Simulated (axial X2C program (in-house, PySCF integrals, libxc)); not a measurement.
Spin–orbit effects down a group: homonuclear dimers (ions), HF

Calculated with an axial X2C code built on PySCF integrals, spin-free (one-electron X2C) or two-component (2c: spin–orbit coupling with atomic mean-field Coulomb and Gaunt terms, which also bring small scalar terms), in Dyall basis sets with cores contracted in-house; open shells are unrestricted.

Basis sets: Al dyall-v3z, B dyall-v3z, Ga dyall-cv3z, In dyall-cv3z.

```json
{"molecule": "B₂⁺", "spin-free state": "M_S = 3/2, Λ = 1", "Re (Å)": "1.607", "ωe (cm⁻¹)": "1184.9", "De (eV)": "n/a", "2c state": "Ω = 1/2", "Re 2c (Å)": "1.607", "ωe 2c (cm⁻¹)": "1184.8", "De 2c (eV)": "n/a"}
{"molecule": "Al₂⁺", "spin-free state": "M_S = 1/2, Λ = 0", "Re (Å)": "3.315", "ωe (cm⁻¹)": "157.7", "De (eV)": "1.23", "2c state": "Ω = 1/2", "Re 2c (Å)": "3.315", "ωe 2c (cm⁻¹)": "157.6", "De 2c (eV)": "1.23"}
{"molecule": "Ga₂⁺", "spin-free state": "?", "Re (Å)": "?", "ωe (cm⁻¹)": "?", "De (eV)": "?", "2c state": "?", "Re 2c (Å)": "?", "ωe 2c (cm⁻¹)": "?", "De 2c (eV)": "?"}
{"molecule": "In₂⁺", "spin-free state": "M_S = 1/2, Λ = 0", "Re (Å)": "3.675", "ωe (cm⁻¹)": "66.4", "De (eV)": "1.10", "2c state": "Ω = 1/2", "Re 2c (Å)": "3.673", "ωe 2c (cm⁻¹)": "66.4", "De 2c (eV)": "0.93"}
```

Estimate the 2c Re and ωe of Ga₂⁺ as the mean of its neighbours in the table.

Re ≈ 3.494 Å, ωe ≈ 112.0 cm⁻¹. The HF runs give the row below, so the estimate misses by 0.164 Å and 18.4 cm⁻¹.

```
molecule   spin-free state  Re (Å)  ωe (cm⁻¹)  De (eV)  2c state  Re 2c (Å)  ωe 2c (cm⁻¹)  De 2c (eV)
    Ga₂⁺  M_S = 1/2, Λ = 0   3.329       93.6     1.19   Ω = 1/2      3.330          93.6         n/a
```

Fragments in 2c: B+ + B, Al+ + Al, Ga+ + Ga, In+ + In. Each entry is the lowest single determinant of a limited PBE0 search at one distance. De goes to single-determinant-based atoms at the same level (for ions the charge split of lowest energy) and is withheld (n/a) where an atom does not fit its ground term or J level. Main or longest-lived isotopes. One determinant is a doubtful description, or other states lie close, for B₂⁺; these need not be ground states, and all values refer to the states named. With several unpaired electrons the Ω given is that of one determinant, not necessarily of the lowest component. Some light 2c atoms are not at their ground J level, so De misses part of their lowering (0.04 eV or less).
